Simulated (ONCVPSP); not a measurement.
u(r) = r·R(r): atom against pseudo-atom (gallium)

Columns: radius, all-electron u(r) and pseudo u(r) of the 3p shell (level -100.79 eV) of gallium in the configuration [Ne] 3s2 3p6 3d10 4s1 4p2; PBE, scalar-relativistic, ONCV scheme, ONCVPSP 4.0.1.

| r (bohr) | all-electron | pseudo |
| --- | --- | --- |
| 0.065 | -0.5107 | 0.0452 |
| 0.130 | -0.6757 | 0.1730 |
| 0.195 | -0.3448 | 0.3636 |
| 0.260 | 0.1602 | 0.5886 |
| 0.325 | 0.6279 | 0.8161 |
| 0.390 | 0.9751 | 1.0170 |
| 0.455 | 1.1900 | 1.1694 |
| 0.520 | 1.2915 | 1.2618 |
| 0.585 | 1.3076 | 1.2924 |
| 0.650 | 1.2659 | 1.2688 |
| 0.715 | 1.1884 | 1.2034 |
| 0.780 | 1.0912 | 1.1102 |
| 0.845 | 0.9858 | 1.0028 |
| 0.910 | 0.8797 | 0.8918 |
| 0.975 | 0.7774 | 0.7846 |
| 1.040 | 0.6819 | 0.6853 |
| 1.105 | 0.5945 | 0.5957 |
| 1.170 | 0.5158 | 0.5160 |
| 1.235 | 0.4456 | 0.4455 |
| 1.300 | 0.3837 | 0.3836 |
| 1.365 | 0.3294 | 0.3294 |
| 1.430 | 0.2822 | 0.2821 |
| 1.495 | 0.2412 | 0.2411 |
| 1.560 | 0.2058 | 0.2057 |
| 1.625 | 0.1753 | 0.1752 |
| 1.690 | 0.1491 | 0.1491 |

Problem. How many radial nodes do the two functions have?

Solution. The all-electron 3p function has n − l − 1 = 1; the pseudo-wave has 0, since the states of the same l below it are removed with the core.

Problem. At about which radius was the pseudo-wave matched?

Solution. 1.30 bohr. The columns agree to 0.0005 from 1.17 bohr on; several derivatives are matched, so the curves merge somewhat inside the radius.

Problem. Is the pseudo-wave norm-conserving?

Solution. Yes: the ONCV scheme keeps the norm inside the radius equal to the all-electron one, which fixes the energy derivative of the logarithmic derivative at the level.
